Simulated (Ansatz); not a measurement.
Reaction (ligand exchange at a Ge–F bond): `[F][Ge]([F])([SH])[Cl]` + CH₃OH → `C[O][Ge]([F])([SH])[Cl]` + H–F

Program: Ansatz. Geometries: PBE0-D4/def2-TZVP. ΔE: electronic, gas phase. CCSD(T)/CBS is the MP2 limit (def2-TZVPP, def2-QZVPP) plus CCSD(T) − MP2 in def2-TZVPP, frozen cores. This one scheme is used for every species. Functionals use def2-TZVPP. B3LYP here is the variant with VWN-RPA as its local correlation; programs differ in this. For Ge outer-core shells are correlated without core-valence functions, which leaves a few kJ/mol of doubt a bond. Scalar relativity is left out up to krypton. Each species was taken in one conformer, which may not be the lowest.

CCSD(T)/CBS gives +9.2 kJ/mol.

(1) Another level gave +11.3 kJ/mol. Which?
A. B3LYP/def2-TZVPP
B. PBE0-D4/def2-TZVPP
C. CCSD(T)/def2-TZVPP
D. MP2/def2-TZVPP

Largest T1 diagnostic among the species: 0.012.

Results:

(1) C. CCSD(T)/def2-TZVPP 11.3, PBE0-D4 16.8, B3LYP 27.0, MP2/def2-TZVPP 7.3 kJ/mol.

In def2-TZVPP, CCSD(T) changes the Hartree–Fock value by −17.4 kJ/mol (the triples alone add −2.6 kJ/mol) and MP2 by −21.5 kJ/mol. The D4 term adds −9.6 kJ/mol with B3LYP and −5.5 kJ/mol with PBE0; it sums over pairs of atoms, weighted by their polarisabilities, and B3LYP, whose exchange is more repulsive, gets the larger term.
